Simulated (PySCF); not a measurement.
**Fractional electron number in Ni⁻ (nickel, charge -1)**

The 3d beta orbital of [Ar] 3d9 4s2 is emptied in steps (occupation f), with all orbitals relaxed, ending at [Ar] 3d8 4s2. Calculation: PySCF 2.14, in def2-TZVPPD; no relativity, point nucleus. The exact energy is a straight line in f; departures are measured from the line between the end points of the same method.

```tsv
f	MN15 (eV)
1	0.000
0.8	-0.286
0.6	-0.441
0.4	-0.454
0.2	-0.311
0	0.000
```

```
method  E(f=0) − E(f=1) (eV)  −ε at f=1 (eV)  −ε at f=0.4 (eV)
  MN15                 2.316           0.587             2.630
```

Orbital energy along the path (eV):

```csv
f,MN15
1,-0.587
0.8,-1.202
0.6,-1.884
0.4,-2.630
0.2,-3.440
0,-4.319
```

Reference removal energy between the ground levels: 1.157 eV (measured; photodetachment measurements, as compiled on the Wikipedia data page of electron affinities). The calculation has no spin-orbit coupling. The determinant left behind need not be the lowest term of the ion.
